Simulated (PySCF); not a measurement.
**I⁺ (iodine, charge +1) across methods**

[Kr] 4d10 5s2 5p3 6s1, high-spin 5S determinant (an excited configuration). Calculation: PySCF 2.14, in aug-cc-pVQZ-PP with one added diffuse shell each of s, p, d, f, g type with ECP28MDF (8s8p6d4f3g, 117 functions); scalar relativity through the core potential.

```
 method  E (hartree)  mean ε 5s β (eV)  mean ε 5p α (eV)  mean ε 6s α (eV)  Σ⟨r²⟩ (bohr²)   ⟨S²⟩
wB97X-V    -294.9136           -32.309           -23.241            -8.839          66.42  6.001
 r2SCAN    -295.0550           -28.527           -20.200            -7.148          66.20  6.001
    LDA    -294.5164           -28.991           -19.615            -7.348          64.96  6.000
    PBE    -294.9371           -28.466           -19.558            -7.157          65.49  6.001
   PBE0    -294.9577           -29.541           -21.003            -7.607          65.85  6.001
 revPBE    -294.9977           -28.290           -19.544            -7.104          65.57  6.001
  B3LYP    -295.0339           -29.684           -20.534            -7.502          65.76  6.000
    UHF   -293.97800           -31.346           -24.548            -8.614          68.18  6.001
```

Energies and moments cover only the electrons outside the core potential. The outer electron is Rydberg-like, and this basis confines it to a smaller radius and binds it less than a complete one would.
